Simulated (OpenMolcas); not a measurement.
**neutral indium: effect of the basis set**

```
Program             : OpenMolcas
Method              : SS-CASPT2, IPEA 0.25 Eh, imaginary shift 0.1 Eh (closed shells correlated: 4d)
Active space        : 3 electrons in 8 orbitals (5s 5p 6s 6p)
State averaging     : 2S+1 = 4 odd, 1 root (0 in the spin-orbit step); 2S+1 = 2 odd, 3 roots; 2S+1 = 4 even, 3 roots; 2S+1 = 2 even, 5 roots (0 in the spin-orbit step)
Spin-orbit coupling : RASSI with atomic mean-field integrals over the reference wave functions, term energies averaged over their components
```

A. ANO-RCC-VTZP [7s6p4d2f1g], DKH2, point nucleus; CASPT2 step about 1.6 core-seconds
B. ANO-RCC-VQZP [8s7p5d3f2g], DKH2, point nucleus; CASPT2 step roughly 4 core-seconds
C. ANO-RCC [10s9p8d5f3g], DKH2, point nucleus; CASPT2 step about 11 core-seconds

Energies in cm-1 above 5s2 5p 2P* 1/2, the measured ground level; measured values from NIST Handbook of Basic Atomic Spectroscopic Data.

```tsv
Level	A	B	C	Measured
5s2 5p 2P* 1/2	0.0	0.0	0.0	0.0
5s2 5p 2P* 3/2	1766	1683	1693	2213
5s 5p2 4P 1/2	34040	34050	34190	34978
5s 5p2 4P 3/2	34790	34810	34940	36021
5s 5p2 4P 5/2	36030	36080	36210	37452
```

Deviations, from unrounded energies. A percentage is the sum of absolute deviations over the sum of measured energies, with the sign that they share, or ± where signs differ.

```csv
Against measurement,Levels,A,B,C
mean absolute deviation (cm-1),4,1000,1000,910
fine structure of the ground term (%),1,-20.2,-23.9,-23.5
other configurations (%),3,-3.3,-3.2,-2.9
```

C lies closest to measurement on these levels and B furthest from it. The largest miss of C in the table is 5s 5p2 4P 5/2, by -1200 cm-1. The ranking rests on the paired levels alone, and a cruder setting can come out closer through cancelling errors.

Among A to C the level of the table that moves most is 5s 5p2 4P 5/2, by 180 cm-1 (lowest in A, highest in C). Moves below CASPT2's spread within the term are not significant.

CASPT2 breaks the degeneracy within a term, and the mean is taken; among the terms shown or strongly mixed into the levels shown the widest spread is 26 cm-1 (5s 5p2 4P, B). Some high roots are left out of the spin-orbit mixing, which shifts the levels that they would mix with. Active for correlation alone: 6p 6s; no level in the range computed is led by a configuration that fills them, so any true level of that kind is missing. Terms of s pⁿ other than that of highest spin mix with s² pⁿ⁻² d, which this space lacks; all of them can be thousands of cm-1 off, and some have no real level of that name. Computed and measured levels are paired by configuration, term and J; levels that our copy of the source lacks, or whose pairing is in doubt (as where it misses far off the trend of its configuration), stay unpaired and out of the deviations. Levels of configurations outside the active space are missing.

* marks odd parity.
